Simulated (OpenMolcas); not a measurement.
## Zr2+: effect of the IPEA shift

```yaml
Program: OpenMolcas 26.06
Basis: ANO-RCC-VTZP [7s6p4d2f1g]
Scalar_Hamiltonian: DKH2, point nucleus
Active_space: 2 electrons in 5 orbitals (4d)
State_averaging: 2S+1 = 3 even, 10 roots; 2S+1 = 1 even, 15 roots kept (CI in the orbitals of an earlier block)
Spin-orbit_coupling: RASSI with atomic mean-field integrals over the reference wave functions, term energies averaged over their components
```

Methods on the same reference wave functions:
A. CASSCF
B. SS-CASPT2, IPEA 0 Eh, imaginary shift 0.1 Eh (closed shells correlated: 4s 4p)
C. SS-CASPT2, IPEA 0.25 Eh, imaginary shift 0.1 Eh (closed shells correlated: 4s 4p)

Energies in cm-1 above 4d2 3F2, the measured ground level; measured values from Moore, Atomic Energy Levels, vol. II, NSRDS-NBS 35 (1971 reprint of NBS Circular 467, 1952); NIST levels as listed in Rynkun, Gaigalas and Jonsson, Astron. Astrophys. 637, A10 (2020).

```tsv
Level	A	B	C	Measured
4d2 3F2	0.0	0.0	0.0	0.0
4d2 3F3	667	692	698	681
4d2 3F4	1484	1505	1512	1486
4d2 1D2	9199	5960	5480	5742
4d2 3P0	10263	8090	8550	8062
4d2 3P1	10515	8360	8820	8326
4d2 3P2	11138	8900	9330	8838
4d2 1G4	13973	11810	11650	11049
4d2 1S0	33583	23660	24090	23979
```

Deviations, from unrounded energies. A percentage is the sum of absolute deviations over the sum of measured energies, with the sign that they share, or ± where signs differ.

| Against measurement | Levels | A | B | C |
| --- | --- | --- | --- | --- |
| mean absolute deviation (cm-1) | 8 | 2800 | 180 | 310 |
| fine structure of the ground term (%) | 2 | -0.8 | +1.4 | +2.0 |
| other terms of the ground configuration (%) | 6 | +34.4 | ±2.2 | ±3.7 |

B lies closest to measurement on these levels and A furthest from it. The largest miss of B in the table is 4d2 1G4, by +760 cm-1. The ranking rests on the paired levels alone, and a cruder setting can come out closer through cancelling errors.

Between B and C the level of the table that moves most is 4d2 1D2, by 480 cm-1 (lowest in C, highest in B). Moves below CASPT2's spread within the term are not significant.

The mean deviations of B to C differ by less than CASPT2's widest spread within a term (800 cm-1), so their order carries little weight.

From A to B the spin-free energies of the other terms of 4d2 shown, above 3F, scale by factors of 0.60 to 0.83.

The lowest spin-free term lies below A's lowest term by 0.261 hartree in B, 0.256 hartree in C.

Term energies are means over components that CASPT2 splits; among the terms shown or strongly mixed into the levels shown the widest spread is 800 cm-1 (4d2 3F, B). Levels of configurations with an s electron are missing; early in the row they begin among the upper levels of the d shell and mix with terms of their name. Terms from blocks run as CI alone lack orbitals of their own. Without dynamic correlation excited terms often stand tens of per cent too high (terms of higher spin than the ground term too low), and those without a measured partner can miss by more than the paired ones (holds for A). Some levels mix across a computed gap that differs much from the measured one, so their mixing is not that of the real levels (holds for A). Measured partners are found by configuration, term and J. A level has none where our copy of the source lacks it or the pairing is in doubt (some pairs that miss far off the trend of their configuration count as doubtful), and it then counts in no deviation. Levels of configurations outside the active space are missing.
